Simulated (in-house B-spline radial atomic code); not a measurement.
Response of Se V (Se4+) as one setting changes: the share of exact exchange in a PBE hybrid. A dash marks a strongly mixed or unbound state. Computed with a B-spline radial code for spherical atoms: linear response of the closed shell [Ar] 3d10 4s2 with the functional's adiabatic kernel; scalar-relativistic (spin-free one-electron X2C), finite nucleus, no spin-orbit coupling, no double excitations, S, P, D and F terms only; shells from n = 2 respond. Only terms of natural parity with L up to 3 were computed.

```json
{"share of exact exchange in a PBE hybrid": "0", "lowest 1P (eV)": "4s → 4p 16.741", "lowest 3P, Tamm-Dancoff (eV)": "4s → 4p 11.957", "minus highest occupied level (eV)": "61.70", "α (bohr³)": "4.744"}
{"share of exact exchange in a PBE hybrid": "0.1", "lowest 1P (eV)": "4s → 4p 16.612", "lowest 3P, Tamm-Dancoff (eV)": "4s → 4p 11.799", "minus highest occupied level (eV)": "62.21", "α (bohr³)": "4.814"}
{"share of exact exchange in a PBE hybrid": "0.2", "lowest 1P (eV)": "4s → 4p 16.482", "lowest 3P, Tamm-Dancoff (eV)": "4s → 4p 11.641", "minus highest occupied level (eV)": "62.72", "α (bohr³)": "4.887"}
{"share of exact exchange in a PBE hybrid": "0.3", "lowest 1P (eV)": "4s → 4p 16.351", "lowest 3P, Tamm-Dancoff (eV)": "4s → 4p 11.484", "minus highest occupied level (eV)": "63.23", "α (bohr³)": "4.961"}
{"share of exact exchange in a PBE hybrid": "0.4", "lowest 1P (eV)": "4s → 4p 16.220", "lowest 3P, Tamm-Dancoff (eV)": "4s → 4p 11.329", "minus highest occupied level (eV)": "63.74", "α (bohr³)": "5.038"}
{"share of exact exchange in a PBE hybrid": "0.5", "lowest 1P (eV)": "4s → 4p 16.089", "lowest 3P, Tamm-Dancoff (eV)": "4s → 4p 11.173", "minus highest occupied level (eV)": "64.24", "α (bohr³)": "5.117"}
{"share of exact exchange in a PBE hybrid": "0.6", "lowest 1P (eV)": "4s → 4p 15.957", "lowest 3P, Tamm-Dancoff (eV)": "4s → 4p 11.019", "minus highest occupied level (eV)": "64.75", "α (bohr³)": "5.199"}
{"share of exact exchange in a PBE hybrid": "0.7", "lowest 1P (eV)": "?", "lowest 3P, Tamm-Dancoff (eV)": "?", "minus highest occupied level (eV)": "?", "α (bohr³)": "?"}
{"share of exact exchange in a PBE hybrid": "0.8", "lowest 1P (eV)": "?", "lowest 3P, Tamm-Dancoff (eV)": "?", "minus highest occupied level (eV)": "?", "α (bohr³)": "?"}
{"share of exact exchange in a PBE hybrid": "0.9", "lowest 1P (eV)": "4s → 4p 15.559", "lowest 3P, Tamm-Dancoff (eV)": "4s → 4p 10.561", "minus highest occupied level (eV)": "66.25", "α (bohr³)": "5.458"}
{"share of exact exchange in a PBE hybrid": "1", "lowest 1P (eV)": "4s → 4p 15.425", "lowest 3P, Tamm-Dancoff (eV)": "4s → 4p 10.410", "minus highest occupied level (eV)": "66.75", "α (bohr³)": "5.55"}
```

(1) What belongs in the row for 0.8?

(2) What belongs in the row for 0.7?

## Answers

(1) lowest 1P (eV): 4s → 4p 15.692; lowest 3P, Tamm-Dancoff (eV): 4s → 4p 10.713; minus highest occupied level (eV): 65.75; α (bohr³): 5.369.

(2) lowest 1P (eV): 4s → 4p 15.825; lowest 3P, Tamm-Dancoff (eV): 4s → 4p 10.866; minus highest occupied level (eV): 65.25; α (bohr³): 5.283.
